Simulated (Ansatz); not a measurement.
**Nudged elastic band run: ClH$_{4}$NSi$_{2}$**

Input:

```yaml
crystal:
  periodic: [false, false, false]
  atoms:
    - { symbol: "N", position_ang: [-0.505761, 1.886895, -1.279455] }
    - { symbol: Si, position_ang: [-0.677086, 0.419281, -0.667482] }
    - { symbol: Si, position_ang: [0.600077, -0.856807, 0.832853] }
    - { symbol: Cl, position_ang: [-2.332838, -0.617812, -1.279308] }
    - { symbol: H, position_ang: [0.286366, 2.471628, -1.030653] }
    - { symbol: H, position_ang: [0.711895, -0.092789, 2.104554] }
    - { symbol: H, position_ang: [1.955553, -1.034285, 0.245752] }
    - { symbol: H, position_ang: [-0.038216, -2.176111, 1.073738] }
basis:
  gaussian: { orbitals: "6-31G*" }
hamiltonian:
  xc: pbe0
neb:
  order_check: false
  images: 5
  f_tol: 0.05
  max_iterations: 60
  final_atoms:
    - { symbol: "N", position_ang: [-0.70879538, 1.96902233, -1.07929089] }
    - { symbol: Si, position_ang: [-0.58298878, 0.41046428, -0.74093282] }
    - { symbol: Si, position_ang: [0.61195556, -0.85391439, 0.82792241] }
    - { symbol: Cl, position_ang: [-1.69996786, -0.85509727, -1.90424533] }
    - { symbol: H, position_ang: [-0.18847141, 2.66025876, -0.54725254] }
    - { symbol: H, position_ang: [1.41920446, 0.07967174, 1.65773583] }
    - { symbol: H, position_ang: [1.49843708, -1.80584076, 0.10672327] }
    - { symbol: H, position_ang: [-0.34938366, -1.60456468, 1.67933908] }
  initial_path:
    images:
      - { positions_ang: [[-0.505761, 1.886895, -1.279455], [-0.677086, 0.419281, -0.667482], [0.600077, -0.856807, 0.832853], [-2.332838, -0.617812, -1.279308], [0.286366, 2.471628, -1.030653], [0.711895, -0.092789, 2.104554], [1.955553, -1.034285, 0.245752], [-0.038216, -2.176111, 1.073738]] }
      - { positions_ang: [[-0.49271299, 1.87988399, -1.19093392], [-0.6349116, 0.39772488, -0.59289902], [0.60575402, -0.93456689, 0.86463474], [-2.29038829, -0.60254491, -1.23798378], [0.28036322, 2.48877491, -0.95357733], [0.58943663, 0.14031184, 1.7374536], [1.96054266, -1.11153105, 0.29129301], [-0.01809364, -2.25805276, 1.08201171]] }
      - { positions_ang: [[-0.47966498, 1.87287298, -1.10241283], [-0.59273721, 0.37616875, -0.51831604], [0.61143104, -1.01232679, 0.89641648], [-2.24793859, -0.58727783, -1.19665957], [0.27436045, 2.50592183, -0.87650167], [0.46697825, 0.37341269, 1.37035319], [1.96553232, -1.1887771, 0.33683402], [0.00202872, -2.33999453, 1.09028541]] }
      - { positions_ang: [[-0.46661697, 1.86586197, -1.01389175], [-0.55056281, 0.35461263, -0.44373306], [0.61710806, -1.09008668, 0.92819822], [-2.20548888, -0.57201074, -1.15533535], [0.26835767, 2.52306874, -0.799426], [0.34451988, 0.60651353, 1.00325279], [1.97052198, -1.26602316, 0.38237503], [0.02215108, -2.42193629, 1.09855912]] }
      - { positions_ang: [[-0.54734311, 1.90024876, -1.03569146], [-0.56137147, 0.37322985, -0.54279965], [0.61539056, -1.01136258, 0.89477295], [-2.03698188, -0.66637292, -1.40497201], [0.11608131, 2.56879875, -0.71536818], [0.70274807, 0.4308996, 1.2214138], [1.81316035, -1.44596236, 0.29049111], [-0.10169383, -2.14947909, 1.29215244]] }
      - { positions_ang: [[-0.62806925, 1.93463554, -1.05749118], [-0.57218012, 0.39184706, -0.64186624], [0.61367306, -0.93263849, 0.86134768], [-1.86847487, -0.7607351, -1.65460867], [-0.03619505, 2.61452875, -0.63131036], [1.06097626, 0.25528567, 1.43957482], [1.65579872, -1.62590156, 0.19860719], [-0.22553875, -1.87702188, 1.48574576]] }
      - { positions_ang: [[-0.70879538, 1.96902233, -1.07929089], [-0.58298878, 0.41046428, -0.74093282], [0.61195556, -0.85391439, 0.82792241], [-1.69996786, -0.85509727, -1.90424533], [-0.18847141, 2.66025876, -0.54725254], [1.41920446, 0.07967174, 1.65773583], [1.49843708, -1.80584076, 0.10672327], [-0.34938366, -1.60456468, 1.67933908]] }
```

Run as:

```bash
$ ansatz run input.yaml --threads 1 --pin off --max-ram 2048MiB --backend cpu --events-out ev --progress --plain --runs-dir out
```

Output, in part (warnings, iteration lines, the closing report on the highest movable image, with atoms numbered from 0):

```
NEB end point (image 0): max|allowed force component| = 1.960e-2 eV/Å (the criterion of neb.relax_end_points is 1.000e-2)
NEB end point (image 6): max|allowed force component| = 7.527e-3 eV/Å (the criterion of neb.relax_end_points is 1.000e-2)
NEB iter   1: max|band force component| = 2.439e0 eV/Å  barrier→ = 2.6682 eV  barrier← = 2.6912 eV  Δτ_max = 0.2000 Å  (188 SCF iters)
NEB iter   2: max|band force component| = 2.851e0 eV/Å  barrier→ = 2.2271 eV  barrier← = 2.2501 eV  Δτ_max = 0.2000 Å  (149 SCF iters)
NEB iter   3: max|band force component| = 2.149e0 eV/Å  barrier→ = 1.4285 eV  barrier← = 1.4516 eV  Δτ_max = 0.2000 Å  (147 SCF iters)
NEB iter   4: max|band force component| = 1.412e0 eV/Å  barrier→ = 0.7790 eV  barrier← = 0.8020 eV  Δτ_max = 0.2000 Å  (148 SCF iters)
NEB iter   5: max|band force component| = 9.689e-1 eV/Å  barrier→ = 0.4697 eV  barrier← = 0.4928 eV  Δτ_max = 0.1988 Å  (148 SCF iters)
NEB iter   6: max|band force component| = 5.524e-1 eV/Å  barrier→ = 0.2416 eV  barrier← = 0.2647 eV  Δτ_max = 0.1984 Å  (142 SCF iters)
NEB iter   7: max|band force component| = 5.695e-1 eV/Å  barrier→ = 0.1159 eV  barrier← = 0.1390 eV  Δτ_max = 0.1978 Å  (144 SCF iters)
NEB iter   8: max|band force component| = 5.360e-1 eV/Å  barrier→ = 0.0628 eV  barrier← = 0.0858 eV  Δτ_max = 0.1985 Å  (144 SCF iters)
NEB iter   9: max|band force component| = 5.189e-1 eV/Å  barrier→ = 0.0253 eV  barrier← = 0.0484 eV  Δτ_max = 0.2000 Å  (140 SCF iters)
NEB iter  10: max|band force component| = 7.919e-1 eV/Å  barrier→ = 0.0170 eV  barrier← = 0.0401 eV  Δτ_max = 0.0548 Å  (141 SCF iters)
NEB iter  11: max|band force component| = 2.774e-1 eV/Å  barrier→ = -0.0013 eV  barrier← = 0.0218 eV  CI = image 1  Δτ_max = 0.1032 Å  (147 SCF iters)
NEB iter  12: max|band force component| = 2.427e-1 eV/Å  barrier→ = 0.0028 eV  barrier← = 0.0259 eV  CI = image 2  Δτ_max = 0.0490 Å  (143 SCF iters)
NEB iter  13: max|band force component| = 7.499e-2 eV/Å  barrier→ = -0.0018 eV  barrier← = 0.0213 eV  CI = image 1  Δτ_max = 0.0383 Å  (138 SCF iters)
NEB iter  14: max|band force component| = 3.309e-2 eV/Å  barrier→ = -0.0012 eV  barrier← = 0.0219 eV  CI = image 1  Δτ_max = 0.0000 Å  (277 SCF iters)
Total energy: -29819.28089270 eV, -1095.8383605723 hartree
Atom 0 at    -0.538204     1.899324    -1.249066 Å, force    -0.007215     0.006091    -0.004368 eV/Å
Atom 1 at    -0.675537     0.415097    -0.669854 Å, force     0.009641    -0.004891     0.003677 eV/Å
Atom 2 at     0.607518    -0.854694     0.829851 Å, force    -0.001483     0.002347     0.006163 eV/Å
Atom 3 at    -2.271052    -0.669716    -1.356431 Å, force    -0.003917    -0.003939    -0.005605 eV/Å
Atom 4 at     0.222878     2.507165    -0.962262 Å, force     0.001076     0.001959     0.003244 eV/Å
Atom 5 at     0.821620    -0.035530     2.053322 Å, force     0.005555    -0.004469    -0.004707 eV/Å
Atom 6 at     1.920098    -1.137752     0.189163 Å, force     0.000522    -0.000964    -0.000410 eV/Å
Atom 7 at    -0.087329    -2.123893     1.165275 Å, force    -0.004180     0.003867     0.002005 eV/Å
Dipole moment:     0.512054    -0.256916     0.494426 e Å
```

The forces met the threshold. The highest image is an end point: on this band no image between the ends rises above it.

Final band:

```json
{"image": "0", "path coordinate (Å)": "0.00", "energy (eV)": "0.000"}
{"image": "1", "path coordinate (Å)": "0.26", "energy (eV)": "-0.001"}
{"image": "2", "path coordinate (Å)": "0.61", "energy (eV)": "-0.005"}
{"image": "3", "path coordinate (Å)": "0.95", "energy (eV)": "-0.011"}
{"image": "4", "path coordinate (Å)": "1.29", "energy (eV)": "-0.017"}
{"image": "5", "path coordinate (Å)": "1.63", "energy (eV)": "-0.021"}
{"image": "6", "path coordinate (Å)": "1.98", "energy (eV)": "-0.023"}
```

Run time: 3.9 min on 1 CPU thread of a shared host.
